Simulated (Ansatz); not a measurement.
FH$_{3}$OSi$_{2}$. Charge 0, multiplicity 1. The bonds changed during the relaxation, so this is another structure than the one it started from.

Cartesian coordinates in Å:
```
F 0.214 -2.033 -1.197
Si 0.361 -0.468 -1.551
O -0.038 0.362 -0.181
Si -0.260 0.652 1.390
H -0.783 -0.187 -2.482
H 0.365 -0.365 2.276
H 0.141 2.039 1.746
```

Give the diagnostics of a CCSD(T)/def2-TZVPP run (frozen core, Ansatz). (An estimate is asked.)

The calculation gave: T1 = 0.0422, largest single amplitude 0.184, largest double 0.437, (T) share of the correlation energy 5.5 %, 16 CCSD cycles. The RHF solution is unstable towards an unrestricted one. T1 lies over the customary mark of 0.02 for closed shells.
